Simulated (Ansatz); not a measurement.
Ansatz (a program for electronic structure) input file for 1,1-dichloroprop-1-ene (C3H4Cl2), SMILES CC=C(Cl)Cl, CAM-B3LYP/def2-SVPD. Geometry: B3LYP-D3(BJ)/def2-SVP.

Ansatz 0.2 input:
```yaml
crystal:
  periodic: [false, false, false]
  atoms:
    - {symbol: C, position_ang: [0.73251955, -2.36304064, 0.00000000]}
    - {symbol: C, position_ang: [1.04540149, -0.90088233, -0.00000000]}
    - {symbol: C, position_ang: [0.15828695, 0.10054607, -0.00000000]}
    - {symbol: Cl, position_ang: [-1.56791654, -0.13517550, -0.00000000]}
    - {symbol: Cl, position_ang: [0.64377679, 1.77279150, 0.00000000]}
    - {symbol: H, position_ang: [1.17213242, -2.85354107, 0.88529163]}
    - {symbol: H, position_ang: [-0.34923327, -2.54936524, 0.00000000]}
    - {symbol: H, position_ang: [1.17213242, -2.85354107, -0.88529164]}
    - {symbol: H, position_ang: [2.09809621, -0.60276332, -0.00000001]}
basis:
  gaussian:
    orbitals: def2-SVPD
hamiltonian:
  xc: {name: CAM-B3LYP}
```

It prints:

```
WARN ansatz: RAYON_NUM_THREADS=1 ignored (pool sized by the plan → 1); use --threads N
Functional definition: CAM-B3LYP
integrals: 0.11 GiB planned
1315 factors; their error is unknown
integrals: 0.13 GiB planned
494 factors; integrals over basis functions are off by at most 4.0e-5 eV
mean field: 0.91 GiB planned
mean field evaluation 1: about -28206.2072 eV, gradient 3.9e1 eV
mean field evaluation 2: about -28205.3955 eV, gradient 4.3e1 eV
mean field evaluation 4: about -28209.9654 eV, gradient 2.6e0 eV
mean field evaluation 8: about -28209.9829 eV, gradient 6.9e-2 eV
mean field evaluation 16: about -28210.0686 eV, gradient 3.4e-5 eV
mean field -28210.06861499 eV, -1036.7009001297 hartree, gradient 3.4e-5 eV, S^2 0.000000; 0 other end points of the search recorded, 0 dependent functions left out
reference -28210.06874617 eV, -1036.7009049503 hartree; 28, 28 occupied and 118, 118 virtual orbitals, 1315 factors
Total energy: -28210.06874617 eV, -1036.7009049503 hartree
```

The run converged.
